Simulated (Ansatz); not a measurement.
Input file for Ansatz (an electronic-structure program): R-revPBE/def2-TZVPPD on C3H10O2 (a complex). Files ending in .json are basis or fitting sets from the Basis Set Exchange.

Ansatz 0.2 input:
```yaml
crystal:
  periodic: [false, false, false]
  atoms:
    - {symbol: C, position_ang: [0.13632074, -0.07180237, -0.24360279]}
    - {symbol: O, position_ang: [0.37616137, 0.91958617, 0.73599155]}
    - {symbol: H, position_ang: [0.78906321, -0.94520369, -0.12156709]}
    - {symbol: H, position_ang: [0.34250758, 0.37162305, -1.21820739]}
    - {symbol: H, position_ang: [-0.90467890, -0.41821696, -0.23988016]}
    - {symbol: H, position_ang: [0.20181930, 0.53538961, 1.61094881]}
    - {symbol: C, position_ang: [-1.07996550, 0.52620359, 4.02751253]}
    - {symbol: O, position_ang: [-0.05042877, -0.14582835, 3.32395418]}
    - {symbol: C, position_ang: [1.17858618, -0.16433250, 4.02859654]}
    - {symbol: H, position_ang: [-0.80808042, 1.56948232, 4.22458381]}
    - {symbol: H, position_ang: [-1.29116243, 0.02740260, 4.98014006]}
    - {symbol: H, position_ang: [-1.96987410, 0.49976757, 3.40177563]}
    - {symbol: H, position_ang: [1.53552669, 0.85267850, 4.22694080]}
    - {symbol: H, position_ang: [1.90251535, -0.68176842, 3.40229498]}
    - {symbol: H, position_ang: [1.07432685, -0.69743268, 4.98029220]}
basis:
  gaussian:
    orbitals: def2-TZVPPD.json
hamiltonian:
  xc: {name: revPBE}
scf: {lower_state_search: off}
```

Problem. Predict the final total energy.

Solution. -270.7826 hartree.
